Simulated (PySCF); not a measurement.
# Worked example: dipole moment from atomic charges

Zn(Br)(SiH3) (BrH₃SiZn), SMILES [SiH3][Zn][Br]. Atoms are numbered in the order given.

```xyz
6

Zn     0.0000     0.0000     0.4595
Br     0.0000     0.0000    -1.8042
Si     0.0000     0.0000     2.8087
H      1.2186    -0.7036     3.3469
H     -1.2186    -0.7036     3.3469
H      0.0000     1.4071     3.3469
```
Charge 0, spin multiplicity 1.

Geometry: PBE-D3(BJ)/def2-SVP. The structure was generated by enumeration; whether it is a known compound was not checked.

Charges (e) from B3LYP/def2-TZVPD run with PySCF:

| atom | IAO | ESP fit |
|---|---|---|
| Zn1 | 1.091 | 0.444 |
| Br2 | -0.714 | -0.333 |
| Si3 | -0.077 | -0.016 |
| H4 | -0.100 | -0.031 |
| H5 | -0.100 | -0.031 |
| H6 | -0.100 | -0.032 |

The dipole moment of the full density is 2.02 D.

Question: What dipole moment does each set of point charges give, and which comes closer to that of the density?

Answer: 
μ = Σ q r, and 1 e Å = 4.8032 D.
IAO: Σ q r = (0.000, 0.000, 0.569) e Å, |μ| = 2.73 D.
ESP fit: Σ q r = (0.000, -0.001, 0.445) e Å, |μ| = 2.14 D.
ESP fit comes closer in size. Point charges leave out the atoms' own dipoles (lone pairs, polarised bonds); fits to the potential absorb them, partitions of the density don't.
